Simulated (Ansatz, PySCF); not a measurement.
C₂H₁₁BN₂Si, singlet, at a GFN2-xTB geometry. Base run: CASSCF(2,2)/STO-3G run with PySCF.

Input for PySCF:
```python
from pyscf import gto, scf, mcscf
import numpy

mol = gto.M(
    atom='''
Si    1.396219    0.339462    0.345035
N     2.583655   -0.898464    0.146513
N    -0.081488   -0.465661   -0.091164
B    -1.388241    0.024456   -0.201454
C    -1.666442    1.564816    0.058289
C    -2.577728   -0.952389   -0.596743
H     1.559771    1.526626   -0.507953
H     1.440237    0.693871    1.765719
H     3.512407   -0.706530    0.482519
H     2.644244   -1.369786   -0.742572
H     0.035174   -1.456944   -0.249808
H    -1.307351    2.158192   -0.781299
H    -2.722021    1.793697    0.183271
H    -1.137804    1.925668    0.937690
H    -2.250359   -1.956254   -0.862186
H    -3.150129   -0.559841   -1.435534
H    -3.280188   -1.049144    0.230216
''',
    basis='sto-3g',
    charge=0,
    spin=0,
    verbose=4,
)

mf = scf.RHF(mol)
mf.kernel()
mc = mcscf.CASSCF(mf, 2, 2)
mc.fix_spin_(ss=0.0)
mc.kernel()
occ = numpy.linalg.eigvalsh(mc.fcisolver.make_rdm1(mc.ci, mc.ncas, mc.nelecas))[::-1]
ss = mc.fcisolver.spin_square(mc.ci, mc.ncas, mc.nelecas)[0]
print('natural occupations', occ.round(4), ' <S^2>', round(ss, 4))
```

Programs used: Ansatz (a program for electronic structure), PySCF; a row that names a program was run with it.

The base run was repeated with changes; each row names its change, and settings that it needs were set with it.

| change | ΔE vs base (mEh) | natural occupations | <S^2> of the state | outcome |
|---|---|---|---|---|
| base | 0.000 | 1.99 0.01 | 0.00 | converged |
| active space = 4 electrons, 6 orbitals | - | - | - | not converged |
| active space = 8 electrons, 6 orbitals | -24.852 | 2.00 2.00 1.98 1.97 0.03 0.02 | 0.00 | converged |
| code = ansatz | -5.916 | - | - | converged |
| correction = SC-NEVPT2 | -268.1 | 1.99 0.01 | 0.00 | converged |
| conv_tol = 1e-5 | 9.697 | 2.00 0.00 | 0.00 | converged |
| orbitals = fixed (CASCI) | 9.697 | 2.00 0.00 | 0.00 | converged |
| active space = 4 electrons, 5 orbitals | -16.210 | 1.99 1.98 0.02 0.01 0.00 | 0.00 | converged |
| orbitals = fixed (CASCI); correction = SC-NEVPT2 | -264.2 | 2.00 0.00 | 0.00 | converged |
| active space = 8 electrons, 7 orbitals | -28.940 | 2.00 1.99 1.98 1.98 0.02 0.02 0.01 | 0.00 | converged |
| solver = newton | 0.000 | 1.99 0.01 | 0.00 | converged |

Active orbitals are taken around the Fermi level unless the row says otherwise; CASSCF can end in different local minima, and two programs can end on different orbitals. State-averaged rows give the lowest state.
